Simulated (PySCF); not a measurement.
AlI₂, charge +1, singlet, at a GFN2-xTB geometry (such geometries of metal compounds can be far from the true shape) (core potentials on I); TPSS/def2-SVP (PySCF).

The PySCF input:
```python
from pyscf import gto, scf, dft

mol = gto.M(
    atom='''
Al    0.000000    0.000000    0.000000
I    -0.000000   -0.000000   -2.473770
I     0.000000    0.000000    2.473770
''',
    basis='def2-svp',
    ecp={'I': 'def2-svp'},
    charge=1,
    spin=0,
    verbose=4,
)

mf = dft.RKS(mol)
mf.xc = 'tpss'
mf.grids.level = 4
mf.kernel()
mf.analyze()
```

### Question
Predict the main parts of the log of this PySCF run.

### Answer

```
PySCF version 2.14.0

[INPUT] verbose = 4
[INPUT] num. atoms = 3
[INPUT] num. electrons = 62
[INPUT] charge = 1
[INPUT] spin (= nelec alpha-beta = 2S) = 0
[INPUT] symmetry False subgroup None
[INPUT] Mole.unit = angstrom
[INPUT] Symbol           X                Y                Z      unit          X                Y                Z       unit  Magmom
[INPUT]  1 Al     0.000000000000   0.000000000000   0.000000000000 AA    0.000000000000   0.000000000000   0.000000000000 Bohr   0.0
[INPUT]  2 I      0.000000000000   0.000000000000  -2.473770000000 AA    0.000000000000   0.000000000000  -4.674747795165 Bohr   0.0
[INPUT]  3 I      0.000000000000   0.000000000000   2.473770000000 AA    0.000000000000   0.000000000000   4.674747795165 Bohr   0.0

nuclear repulsion = 205.893460390618
number of shells = 28
number of NR pGTOs = 158
number of NR cGTOs = 70
basis = def2-svp
ecp = {'I': 'def2-svp'}

******** <class 'pyscf.dft.rks.RKS'> ********
method = RKS
initial guess = minao
damping factor = 0
level_shift factor = 0
DIIS = <class 'pyscf.scf.diis.CDIIS'>
diis_start_cycle = 1
diis_space = 8
diis_damp = 0
SCF conv_tol = 1e-09
SCF conv_tol_grad = None
SCF max_cycles = 50
direct_scf = True
direct_scf_tol = 1e-13
XC library pyscf.dft.libxc version 7.1.2
    S. Lehtola, C. Steigemann, M. J. T. Oliveira, and M. A. L. Marques,  SoftwareX 7, 1–5 (2018)
XC functionals = tpss
    J. Tao, J. P. Perdew, V. N. Staroverov, and G. E. Scuseria,  Phys. Rev. Lett. 91, 146401 (2003)
    J. P. Perdew, J. Tao, V. N. Staroverov, and G. E. Scuseria,  J. Chem. Phys. 120, 6898 (2004)
    J. Tao, J. P. Perdew, V. N. Staroverov, and G. E. Scuseria,  Phys. Rev. Lett. 91, 146401 (2003)
    J. P. Perdew, J. Tao, V. N. Staroverov, and G. E. Scuseria,  J. Chem. Phys. 120, 6898 (2004)
radial grids:
    Treutler-Ahlrichs [JCP 102, 346 (1995); DOI:10.1063/1.469408] (M4) radial grids

becke partition: Becke, JCP 88, 2547 (1988); DOI:10.1063/1.454033
pruning grids: <function nwchem_prune>
grids dens level: 4
symmetrized grids: False
atomic radii adjust function: <function treutler_atomic_radii_adjust>
small_rho_cutoff = 0
Set gradient conv threshold to 3.16228e-05
Initial guess from minao.
tot grids = 91872
init E= -775.606441333888
  HOMO = -1.39036197222022  LUMO = -0.945142997184043  gap/eV = 12.11503
cycle= 1 E= -834.031106954136  delta_E= -58.4  |g|= 4.51  |ddm|= 12.6
  HOMO = -0.205246072393888  LUMO = -0.195591615067753  gap/eV = 0.26271
cycle= 2 E= -830.207115416165  delta_E= 3.82  |g|= 4.99  |ddm|= 12.5
  HOMO = -0.435717791768575  LUMO = -0.121385152917206  gap/eV = 8.55343
cycle= 3 E= -836.404751151892  delta_E= -6.2  |g|= 1.32  |ddm|= 7.51
  HOMO = -0.452891612691261  LUMO = -0.365840142071247  gap/eV = 2.36879
cycle= 4 E= -836.623511779675  delta_E= -0.219  |g|= 1.35  |ddm|= 4.02
  HOMO = -0.443350250458532  LUMO = -0.340510512042398  gap/eV = 2.79841
cycle= 5 E= -837.345269842613  delta_E= -0.722  |g|= 0.195  |ddm|= 1.74
  HOMO = -0.446086905168433  LUMO = -0.341065403384948  gap/eV = 2.85778
cycle= 6 E= -837.359075213275  delta_E= -0.0138  |g|= 0.0422  |ddm|= 0.251
  HOMO = -0.448366014387936  LUMO = -0.339389152906692  gap/eV = 2.96541
cycle= 7 E= -837.359898404444  delta_E= -0.000823  |g|= 0.00753  |ddm|= 0.0828
  HOMO = -0.44729257859036  LUMO = -0.338664558648068  gap/eV = 2.95592
cycle= 8 E= -837.35991868618  delta_E= -2.03e-05  |g|= 0.000255  |ddm|= 0.013
  HOMO = -0.44732262576927  LUMO = -0.338682421161355  gap/eV = 2.95625
cycle= 9 E= -837.359918706417  delta_E= -2.02e-08  |g|= 4.78e-05  |ddm|= 0.000585
  HOMO = -0.447317420887712  LUMO = -0.338675889403875  gap/eV = 2.95629
cycle= 10 E= -837.359918707048  delta_E= -6.31e-10  |g|= 7.85e-06  |ddm|= 7.31e-05
  HOMO = -0.447316879682718  LUMO = -0.338676560537995  gap/eV = 2.95625
Extra cycle  E= -837.35991870694  delta_E= 1.08e-10  |g|= 1.77e-05  |ddm|= 4.05e-05
converged SCF energy = -837.35991870694
**** SCF Summaries ****
Total Energy =                        -837.359918706939652
Nuclear Repulsion Energy =             205.893460390618372
One-electron Energy =                -1770.175167771040378
Two-electron Energy =                  726.921788673482411
Two-electron Coulomb Energy =          789.545998004711123
DFT Exchange-Correlation Energy =      -62.624209331228684
HOMO-LUMO gap [eV] =                     2.956253661583048
**** MO energy ****
MO #1   energy= -55.9364405626061  occ= 2
MO #2   energy= -6.85954859082077  occ= 2
MO #3   energy= -6.85954857808248  occ= 2
MO #4   energy= -4.91859458336658  occ= 2
MO #5   energy= -4.91859446678904  occ= 2
MO #6   energy= -4.90530766129195  occ= 2
MO #7   energy= -4.90530766129192  occ= 2
MO #8   energy= -4.90530763999589  occ= 2
MO #9   energy= -4.9053076399958   occ= 2
MO #10  energy= -4.29317898098661  occ= 2
MO #11  energy= -2.86773519366452  occ= 2
MO #12  energy= -2.86773519366446  occ= 2
MO #13  energy= -2.86156304179703  occ= 2
MO #14  energy= -2.03351104772964  occ= 2
MO #15  energy= -2.03349652432281  occ= 2
MO #16  energy= -2.02946436834329  occ= 2
MO #17  energy= -2.02946436834326  occ= 2
MO #18  energy= -2.02946057866526  occ= 2
MO #19  energy= -2.02946057866523  occ= 2
MO #20  energy= -2.01847144031027  occ= 2
MO #21  energy= -2.01847137899186  occ= 2
MO #22  energy= -2.01847012517592  occ= 2
MO #23  energy= -2.01847006386291  occ= 2
MO #24  energy= -0.855321754243594 occ= 2
MO #25  energy= -0.849852958773315 occ= 2
MO #26  energy= -0.579773270586301 occ= 2
MO #27  energy= -0.517746682780839 occ= 2
MO #28  energy= -0.457906589976452 occ= 2
MO #29  energy= -0.457906589976422 occ= 2
MO #30  energy= -0.44731687968277  occ= 2
MO #31  energy= -0.447316879682718 occ= 2
MO #32  energy= -0.338676560537995 occ= 0
MO #33  energy= -0.286410325241756 occ= 0
MO #34  energy= -0.286410325241719 occ= 0
MO #35  energy= -0.120095946131147 occ= 0
MO #36  energy= -0.117687554880941 occ= 0
MO #37  energy= -0.021654509772568 occ= 0
MO #38  energy= 0.0173901706710949 occ= 0
MO #39  energy= 0.0173901706711348 occ= 0

WARN: System has nonzero charge 1; the dipole moment is origin-dependent.
Location of origin: [0. 0. 0.]

Dipole moment(X, Y, Z, Debye):  0.00000,  0.00000,  0.00000
```
